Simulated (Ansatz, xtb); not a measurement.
## Relaxing a trial structure of C3H8AlBr

The starting geometry of this gas-phase singlet was built from a drawn formula by distance geometry and a force field; its bonds are those of `C[CH2][AlH][CH2]Br`.

```xyz
13

C    -0.6397   -0.1556    1.9202
C    -1.2152   -1.3725    1.1281
C    -3.3509    0.5966   -0.7698
Al   -1.9161   -0.8055   -0.6515
Br   -4.9120   -0.0741    0.1916
H     0.1951    0.2789    1.3437
H    -0.2987   -0.5157    2.8945
H    -1.4767    0.5744    2.0615
H    -0.4585   -2.0855    0.9694
H    -2.0721   -1.8522    1.7271
H    -1.2929   -1.5045   -2.0029
H    -3.6351    0.7425   -1.8512
H    -3.0097    1.4821   -0.3470
```

**Question.** Where would you expect an optimisation with r2SCAN-D4/def2-SVP to take it?

**Answer.** A new bond forms, giving a structure with Br5 bridging C3 and Al4, given below by its coordinates. Contacts that close: Al4–Br5 (3.20 → 2.65 Å).

The energy falls by 0.55 eV over 19 steps:

| step | E − E(last) (eV) |
| --- | --- |
| 1 | 0.554 |
| 3 | 0.182 |
| 5 | 0.091 |
| 7 | 0.047 |
| 9 | 0.026 |
| 11 | 0.013 |
| 13 | 0.006 |
| 15 | 0.001 |
| 17 | 0.000 |
| 19 | 0.000 |

Final geometry (Å):

| atom | x (Å) | y (Å) | z (Å) |
| --- | --- | --- | --- |
| C | -0.9651 | -0.1592 | 1.9865 |
| C | -1.0543 | -1.3421 | 1.0144 |
| C | -2.8734 | 0.7455 | -0.9294 |
| Al | -2.1498 | -1.0626 | -0.5905 |
| Br | -4.4593 | 0.0189 | 0.1257 |
| H | -0.5115 | 0.7273 | 1.5113 |
| H | -0.3565 | -0.3906 | 2.8777 |
| H | -1.9613 | 0.1479 | 2.3475 |
| H | -0.0392 | -1.6421 | 0.6847 |
| H | -1.4401 | -2.2394 | 1.5368 |
| H | -2.4207 | -2.1681 | -1.6983 |
| H | -3.3023 | 1.0472 | -1.8944 |
| H | -2.5489 | 1.6261 | -0.3581 |

From the same start GFN2-xTB reaches the same bonding as this run.

No frequencies were run, so the end isn't proven a minimum. Run with Ansatz 0.2.0, 120 s on 2 threads of Intel(R) Xeon(R) Processor @ 2.50GHz (Skylake/Cascade Lake), on a shared host.
